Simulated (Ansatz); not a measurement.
```xyz
13

C    -0.950   -0.032   -1.234
C     0.217    0.312   -0.294
Si   -0.397    0.750    1.419
Al    1.598   -1.053   -0.184
F     1.213   -2.579   -0.690
H    -1.469   -0.936   -0.907
H    -1.692    0.772   -1.273
H    -0.616   -0.214   -2.259
H     0.741    1.217   -0.640
H    -1.367    1.880    1.377
H     0.739    1.130    2.306
H    -1.084   -0.421    2.034
H     3.067   -0.826    0.347
```

Charge 0, multiplicity 1.

Q: List the PBE0/def2-TZVPP orbital energies in eV (Ansatz 0.2.0). (An estimate is asked.)

A: The calculation gave: Occupied: -1802.48, -1528.05, -672.83, -278.34, -278.13, -144.83, -113.93, -99.49, -99.48, -99.48, -74.06, -73.88, -73.81, -31.82, -21.37, -17.55, -14.65, -13.08, -12.37, -11.99, -11.44, -11.36, -10.99, -10.15, -9.67, -9.57, -8.99, -7.82. Lowest empty: -1.09, -0.11, 0.69, 1.23, 1.28, 1.58, 2.07, 2.36.
